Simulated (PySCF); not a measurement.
Static response to an electric field

C4H12OSi2.
Numbering: `[SiH3:1][O:2][SiH2:3][CH2:4][CH:5]1[CH2:6][CH2:7]1` (hydrogens: H8, H9, H10 on Si1; H11, H12 on Si3; H13, H14 on C4; H15 on C5; H16, H17 on C6; H18, H19 on C7)

Cartesian coordinates in Å at the GFN2-xTB level; atoms count from 1:
```xyz
19
C4H12OSi2 angstrom
Si     3.7272   -0.5943   -0.0184
O      2.4505    0.3945    0.0639
Si     0.9737    1.0370    0.2536
C     -0.2927   -0.3579    0.5134
C     -1.6974    0.1619    0.6932
C     -2.5026    0.5543   -0.5063
C     -2.8747   -0.6687    0.2793
H      4.0549   -1.0015    1.3474
H      4.7865    0.1997   -0.6343
H      3.3531   -1.7467   -0.8387
H      0.7134    1.7834   -0.9772
H      1.0639    1.9059    1.4283
H     -0.0164   -0.9530    1.3886
H     -0.2728   -1.0394   -0.3403
H     -1.8218    0.7731    1.5794
H     -3.1435    1.4206   -0.4448
H     -2.0562    0.4148   -1.4791
H     -3.7708   -0.6407    0.8812
H     -2.6842   -1.6338   -0.1663
```

Level: CAM-B3LYP/def2-SVPD (PySCF), static field, nuclei fixed, core orbitals frozen in the response. The polarisability tensor in these axes (au):

```
x   114.88   1.22   0.83
y     1.22  92.70  -1.35
z     0.83  -1.35  87.77
```

Give the principal values, the mean and the anisotropy Δα = √{½[(α1 − α2)² + (α2 − α3)² + (α1 − α3)²]}.

Principal values 87.38, 93.00 and 114.97 au; mean 98.45 au = 14.59 Å³ = 16.23 × 10⁻⁴⁰ C²·m²/J; Δα = 25.25 au (26 % of the mean).

What is the dipole moment, and where does it point?

(-0.59, -0.54, 0.19) D, 0.82 D in size, pointing from the negative to the positive side. Measured along this direction, the outermost atoms are H9 at the negative end and H18 at the positive end.

Traceless (Buckingham) quadrupole moment about the centre of nuclear charge: eigenvalues?

-2.64, -0.81, 3.45 D·Å. The values depend on the origin, since the dipole doesn't vanish. The electronic extent ⟨r²⟩ about the same centre is 1893 bohr², a root-mean-square distance of 2.71 Å for the 72 electrons.

Find the Langevin capture rate constant for H3O+ (19.018 u) meeting this molecule (132.043 u), k = 2.342 × 10⁻⁹ cm³/s × √(α in Å³ / reduced mass in u).

The reduced mass is 16.62 u, so k = 2.19 × 10⁻⁹ cm³/s. The formula leaves out the permanent dipole, which adds to the capture rate.

How large is μ²/3kT at 250 K beside α?

In Gaussian units μ²/3kT = 6.48 Å³ against 14.59 Å³, a ratio of 0.44; the Debye molar polarisation (4π/3)N_A(α + μ²/3kT) is 53.2 cm³/mol, leaving out the vibrational part.

Rayleigh depolarisation ratio (linearly polarised light, static tensor)?

ρ = 3Δα²/(45ᾱ² + 4Δα²) = 1913.1/(436135 + 2550.8) = 0.00436.

Geometry: GFN2-xTB, one conformer, isolated molecule.
